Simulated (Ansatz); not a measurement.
Gas-phase electronic energies from Ansatz, PBE0-D4/def2-TZVP geometries. CBS: MP2 limit from def2 TZ/QZ plus the TZ coupled-cluster correction, frozen cores. This one scheme is used for every species. DFT in def2-TZVPP. For Zn outer-core shells are correlated without core-valence functions, which leaves a few kJ/mol of doubt a bond. Scalar relativity is left out up to krypton. One conformer a species, not always the lowest.

`B[CH](Cl)[Zn][F]` + HCl → `BCl` + `[F][Zn][CH2]Cl`  (ligand exchange at a B–C bond)

`B[CH](Cl)[Zn][F]`:

Cartesian coordinates in Å:
```
B 0.317 1.040 -0.387
C -0.846 0.140 -0.145
Cl -1.880 0.240 1.286
Zn 0.573 -1.206 0.341
F 1.592 -2.536 0.836
H 0.862 0.936 -1.452
H 0.768 1.736 0.475
H -1.387 -0.351 -0.954
```

HCl:

Cartesian coordinates in Å:
```
Cl -0.202 -0.254 -0.551
H 0.202 0.254 0.551
```

`BCl`:

Cartesian coordinates in Å:
```
B -0.095 0.010 -0.119
Cl 0.986 -0.098 1.231
H -0.919 -0.840 -0.247
H 0.028 0.929 -0.865
```

`[F][Zn][CH2]Cl`:

Cartesian coordinates in Å:
```
F -2.162 0.507 -1.982
Zn -0.870 0.142 -0.864
C 0.547 -0.238 0.385
Cl 0.524 0.998 1.681
H 1.531 -0.199 -0.081
H 0.429 -1.210 0.862
```

```tsv
level	ΔE (eV)
ωB97M-V	-0.52
SCS-MP2/def2-QZVPP	-0.56
```

Q: What does CCSD(T)/CBS give? (Estimate.)

A: Computed: -0.50 eV. The listed levels differ from it by -0.02, -0.06 eV.

Largest T1 diagnostic among the species: 0.015.

From PBE to PBE0 (25 % exact exchange), in def2-TZVPP and without D4, ΔE moves by −0.03 eV. The D4 term adds +0.06 eV with B3LYP and +0.03 eV with PBE0; it sums over pairs of atoms, weighted by their polarisabilities, and B3LYP, whose exchange is more repulsive, gets the larger term. In def2-TZVPP, CCSD(T) changes the Hartree–Fock value by +0.29 eV (the triples alone add +0.05 eV) and MP2 by +0.28 eV.

B3LYP here is the variant with VWN-RPA as its local correlation; programs differ in this.
